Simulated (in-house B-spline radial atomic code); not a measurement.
Values are calculated unless marked as measured or tabulated.
**Ghost states of the separable form: Ni**

Ni, [Ar] 3d8 4s2, non-relativistic PBE, spherical and spin-unpolarised, from a B-spline radial code for spherical atoms (atomic units; all potentials screened as in the neutral atom).

Troullier-Martins channels: 4s (ε = -0.2030, r_c = 2.361 bohr), 3d (ε = -0.3387, r_c = 1.937 bohr). In the Kleinman-Bylander form one channel serves as the local potential, and each other channel l becomes |δV u><u δV|/<u|δV|u>, with δV = V_l − V_local and u the pseudo-orbital. Its strength is E_KB = <u|δV²|u>/<u|δV|u>. By the analysis of Gonze, Stumpf and Scheffler a spurious state lies below the reference level ε if E_KB > 0 and ε is above the second level of the local potential alone, or if E_KB < 0 and ε is above its first. The table's levels are those of angular momentum l in a sphere of 9 bohr, whose wall can lift a shallow ε a little above its free-atom value.

```json
{"local": "s", "channel": "d", "<u δV u>": "-6.2803", "<u δV² u>": "64.82", "ε": "-0.3387", "first local level": "0.1057", "second local level": "0.3431"}
{"local": "d", "channel": "s", "<u δV u>": "0.2004", "<u δV² u>": "1.7298", "ε": "-0.2026", "first local level": "-8.9595", "second local level": "-0.7958"}
```

Task: Apply the rule to each row.

Result: Local s, channel d: E_KB = -10.3, so ε = -0.3387 is set against 0.1057: no ghost. Local d, channel s: E_KB = +8.63, so ε = -0.2026 is set against -0.7958: a ghost.

Diagonalising the separable Hamiltonian gives:

| local | channel | three lowest levels | all-electron, two lowest valence levels |
| --- | --- | --- | --- |
| s | d | -0.3387, 0.1162, 0.3807 | -0.3387, 0.1147 |
| d | s | -3.8532, -0.2026, 0.0847 | -0.2026, 0.0848 |

Task: Which choices of local channel are safe?

Result: Free of ghosts: s. With d local the s channel has a ghost 3.65 hartree below ε, since the local potential binds more than one state below ε, and a repulsive term of rank one raises each level at most to the next, so it clears only one of them. Among the safe choices the second level, which tests transfer, is off by at most 1.5 millihartree (s local).
